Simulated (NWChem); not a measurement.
## Total energies of PbS

```
Pb
S 1 2.3407
```
Charge 0, spin multiplicity 1.

All runs are NWChem calculations. Structure: optimised with PBE/def2-SVP with def2 effective core potentials on Pb, a minimum by its harmonic frequencies.

Basis set: def2-QZVP (152 functions).

| method | total energy (Ha) | relative cost |
|---|---|---|
| RHF | -589.42584 | 1 |
| MP2 | -590.10296 | under 3 |
| B2PLYP | -590.81977 | 5 |
| PBE | -591.00201 | under 3 |
| B3LYP | -591.22203 | under 3 |
| r2SCAN | -591.19657 | under 3 |

Total energies of different functionals aren't comparable as a measure of quality: only differences taken within one method are. The cost column gives rough processor time relative to RHF; each entry includes its own SCF.

Effective core potentials replace the inner electrons of Pb; spin-orbit coupling is left out. The correlated methods keep 9 core orbitals frozen. B3LYP has NWChem's definition, with VWN1-RPA local correlation. The structure started from a generated list of species.
